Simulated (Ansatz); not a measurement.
Energy profile

The step: Si₂H₅Cl ([SiH3][SiH2][Cl]) + HCl → SiH₃Cl ([SiH3][Cl]) + SiH₃Cl ([SiH3][Cl]); bonds formed: Si1–H6, Si2–Cl7; bonds broken: Si1–Si2, H6–Cl7 (atoms numbered as in the saddle structure below).

| atom | x (Å) | y (Å) | z (Å) |
| --- | --- | --- | --- |
| Si1 | -0.9742 | 0.3460 | -0.8895 |
| Si2 | 0.7320 | -0.6556 | 0.7675 |
| H3 | -0.9024 | -0.7846 | -1.8395 |
| H4 | -0.9363 | 1.6571 | -1.5737 |
| Cl5 | -2.6506 | 0.2665 | 0.2674 |
| H6 | 0.5155 | 0.7987 | -0.0900 |
| Cl7 | 1.9892 | 1.5777 | 0.4043 |
| H8 | 0.6707 | -0.2567 | 2.1825 |
| H9 | -0.3715 | -1.6665 | 0.5919 |
| H10 | 1.9277 | -1.2828 | 0.1791 |

Electronic energies by CCSD(T) at an estimated basis limit (MP2 extrapolated from triple and quadruple zeta, plus CCSD(T) − MP2 in triple zeta), on PBE0-D4/def2-TZVP structures; Si2H6Cl2, closed shell; no counterpoise correction. Ansatz 0.2.0; basis: def2-TZVPP and def2-QZVPP; cores frozen in the correlated methods. Extrapolation: Hartree–Fock as exp(−7.88 √X), correlation as X^−2.97.

Q: Give the profile in kJ/mol, counted from the separated reactants. (An estimate is asked for; the value comes from the calculation.)

A: Computed:
| point | kJ/mol |
| --- | --- |
| separated: Si2H5Cl (linked as [SiH3][SiH2][Cl]; Si1, Si2, H3, H4, Cl5, H8, H9, H10; singlet) + HCl (H6, Cl7; singlet) | 0.0 |
| start structure | -6.4 |
| saddle | 163.6 |
| end structure | -103.2 |
| separated: SiH3Cl (linked as [SiH3][Cl]; Si1, H3, H4, Cl5, H6; singlet) + SiH3Cl (linked as [SiH3][Cl]; Si2, Cl7, H8, H9, H10; singlet) | -92.3 |

T1 diagnostic: at most 0.013.

For scale, one of the runs: CCSD(T)/def2-TZVPP, 252 basis functions, launched by `ansatz run in.yaml --threads 4 --pin off --events-out ev --progress --plain --max-ram 9574MiB`. The run took 93 s on 4 CPU threads of an Intel Xeon (shared host), with 4.7 GiB of host memory at its peak.
